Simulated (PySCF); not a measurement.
PySCF 2.14 output of an unrestricted BHandHLYP calculation on a single atom or ion in aug-cc-pVQZ (6s5p4d3f2g, 80 functions), with the non-relativistic Hamiltonian (point nucleus):

```
SCF conv_tol = 1e-09
number electrons alpha = 6  beta = 2
    A. D. Becke.,  J. Chem. Phys. 98, 1372 (1993)
    Defined through Gaussian implementation.
cycle= 1 E= -123.978182210604  delta_E= -0.00327  |g|= 0.0129  |ddm|= 0.152
cycle= 2 E= -123.97820413538  delta_E= -2.19e-05  |g|= 0.00165  |ddm|= 0.00713
cycle= 3 E= -123.978204612176  delta_E= -4.77e-07  |g|= 0.00036  |ddm|= 0.00204
cycle= 4 E= -123.978204632848  delta_E= -2.07e-08  |g|= 3.04e-05  |ddm|= 0.000401
cycle= 5 E= -123.97820463317  delta_E= -3.22e-10  |g|= 2.11e-06  |ddm|= 5.47e-05
converged SCF energy = -123.97820463317  <S^2> = 6.0010529  2S+1 = 5.0004211
```

The run itself started from symmetry-adapted Hartree-Fock orbitals and held the occupation by maximum overlap, on a logarithmic radial grid, so the iterations belong to that start.

Q: Which element, charge and spin multiplicity is this?

A: Ne(2+) (neon, charge +2), multiplicity 5; the state was [He] 2s1 2p4 3d1, one real determinant (an excited configuration).

⟨L²⟩ = 8.00 against 12 for a pure F term, so this real determinant mixes terms. The outer electron is Rydberg-like, and this basis confines it to a smaller radius and binds it less than a complete one would.
